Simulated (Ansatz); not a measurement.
Input (CCSDT(Q)/cc-pVDZ; Ansatz, a first-principles code):

Ansatz 0.2 input:
```yaml
crystal:
  periodic: [false, false, false]
  atoms:
    - {symbol: B, position_ang: [-0.78702165, -0.07364242, -0.22743034]}
    - {symbol: N, position_ang: [0.62685766, -0.01379380, 0.05455992]}
    - {symbol: H, position_ang: [-1.46393857, -0.58590109, 0.67348775]}
    - {symbol: H, position_ang: [-1.34791632, 1.02958718, -0.25110516]}
    - {symbol: H, position_ang: [1.02167315, 0.43014852, 0.87977821]}
    - {symbol: H, position_ang: [1.33728634, -0.40906593, -0.54692852]}
basis:
  gaussian:
    orbitals: cc-pVDZ
magnetization: {spin_polarized: true, initial_magnetization: 2}
correlation: {method: ccsdt_q, electrons: outside_noble_gas}
```

Output:

```
Functional definition: HF
integrals: 0.03 GiB planned
918 factors; integrals over basis functions are off by at most 1.7e-7 eV
mean field: 0.11 GiB planned
mean field evaluation 1: about -2211.7652 eV, gradient 1.6e1 eV
mean field evaluation 2: about -2211.7657 eV, gradient 1.6e1 eV
mean field evaluation 4: about -2213.3796 eV, gradient 2.3e0 eV
mean field evaluation 8: about -2213.5341 eV, gradient 2.5e-1 eV
mean field evaluation 16: about -2211.7646 eV, gradient 1.6e1 eV
mean field evaluation 32: about -2213.5385 eV, gradient 6.2e-5 eV
mean field evaluation 64: about -2209.4585 eV, gradient 1.8e-1 eV
mean field evaluation 96: about -2209.4249 eV, gradient 2.6e-3 eV
mean field -2213.53853907 eV, -81.3460409204 hartree, gradient 2.1e-6 eV, S^2 2.017745; 1 other end points of the search recorded, 0 dependent functions left out
2 core orbitals not correlated
reference -2213.53853907 eV, -81.3460409204 hartree; 7, 5 occupied and 39, 41 virtual orbitals, 918 factors
second order -6.66104773 eV of doubles, -0.00000000 eV of singles
coupled cluster: 0.67 GiB planned
cycle   1  -7.28078039 eV  change   -6.2e-1 eV  update   9.0e-2
cycle   2  -7.72964284 eV  change   -4.5e-1 eV  update   3.9e-2
cycle   3  -7.91631767 eV  change   -1.9e-1 eV  update   3.4e-2
cycle   4  -7.90730888 eV  change    9.0e-3 eV  update   2.2e-2
cycle   5  -7.92782826 eV  change   -2.1e-2 eV  update   1.0e-2
cycle   6  -7.93279339 eV  change   -5.0e-3 eV  update   3.9e-3
cycle   7  -7.93044076 eV  change    2.4e-3 eV  update   1.2e-3
cycle   8  -7.93134182 eV  change   -9.0e-4 eV  update   6.4e-4
cycle   9  -7.93139560 eV  change   -5.4e-5 eV  update   2.3e-4
cycle  10  -7.93112937 eV  change    2.7e-4 eV  update   1.1e-4
cycle  11  -7.93124801 eV  change   -1.2e-4 eV  update   5.3e-5
cycle  12  -7.93124892 eV  change   -9.1e-7 eV  update   2.0e-5
cycle  13  -7.93126088 eV  change   -1.2e-5 eV  update   1.0e-5
cycle  14  -7.93126536 eV  change   -4.5e-6 eV  update   4.6e-6
cycle  15  -7.93126729 eV  change   -1.9e-6 eV  update   2.4e-6
cycle  16  -7.93126872 eV  change   -1.4e-6 eV  update   8.8e-7
cycle  17  -7.93126947 eV  change   -7.5e-7 eV  update   3.1e-7
perturbative correction -0.01487652 eV, -0.0005467021 hartree
Total energy: -2221.48468506 eV, -81.6380563995 hartree
```

This triplet is an excited state, 4.5 eV above the singlet at CCSD(T)/cc-pVQZ (Ansatz).
